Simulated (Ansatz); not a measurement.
Total energies of `CC(C)OB(N)N`.

Cartesian coordinates in Å:
```
C 0.307 -2.103 0.856
C 0.227 -0.905 -0.065
C -0.684 -1.160 -1.253
O -0.247 0.187 0.693
B 0.012 1.502 0.363
N 0.813 1.870 -0.752
N -0.572 2.477 1.209
H -0.685 -2.340 1.249
H 0.968 -1.894 1.699
H 0.687 -2.978 0.323
H 1.242 -0.688 -0.429
H -0.316 -1.995 -1.854
H -0.751 -0.277 -1.891
H -1.691 -1.403 -0.902
H 1.261 1.209 -1.358
H 1.044 2.823 -0.962
H -1.139 2.208 1.991
H -0.475 3.467 1.085
```

Charge 0, multiplicity 1. All single points use the PBE0-D4/def2-TZVP geometry. It is one conformer, not always the lowest. Basis def2-TZVPP, Ansatz.

RPA on PBE orbitals: Hartree–Fock energy of these orbitals -328.66513 Eh, correlation -2.08283 Eh (frozen core).

```tsv
functional	kind	energy without D4 (Eh)	D4 term (kJ/mol)
LDA (SPW92)	LDA	-327.94526	–
revPBE	GGA	-330.67779	-117.1
BLYP	GGA	-330.65442	-77.0
B97M-V	meta-GGA with VV10	-330.76924	–
r2SCAN0	meta-GGA hybrid, 25 %	-330.57088	-10.9
HSE06 (plane-wave form)	screened hybrid	-330.38472	-27.4
BHLYP	global hybrid, 50 %	-330.60767	-38.1
CAM-B3LYP	range-separated hybrid	-330.64127	-29.6
ωB97M-V	range-separated hybrid meta-GGA with VV10	-330.65031	–
B2PLYP	double hybrid	-330.51975	–
```

Task: Give the same for PBE, r2SCAN, PBE0, B3LYP, r2SCANh, LC-ωPBE, ωB97X-V, PBE-QIDH. (Estimate.)

Result: Computed: 
| functional | kind | energy without D4 (Eh) | D4 term (kJ/mol) |
| --- | --- | --- | --- |
| PBE | GGA | -330.36455 | -35.0 |
| r2SCAN | meta-GGA | -330.60433 | -9.6 |
| PBE0 | global hybrid, 25 % exact exchange | -330.40320 | -29.6 |
| B3LYP | global hybrid, 20 % | -330.80942 | -55.2 |
| r2SCANh | meta-GGA hybrid, 10 % | -330.59040 | -10.0 |
| LC-ωPBE | long-range corrected hybrid | -330.59436 | – |
| ωB97X-V | range-separated hybrid GGA with VV10 | -330.69694 | – |
| PBE-QIDH | double hybrid | -330.36253 | – |

B3LYP takes the VWN-RPA correlation (the form of Gaussian; ORCA's B3LYP/G). HSE06 is the plane-wave form, built on full-range PBE exchange. The double hybrids freeze the cores in their second-order part.

LC-ωPBE has ω = 0.4 bohr⁻¹.
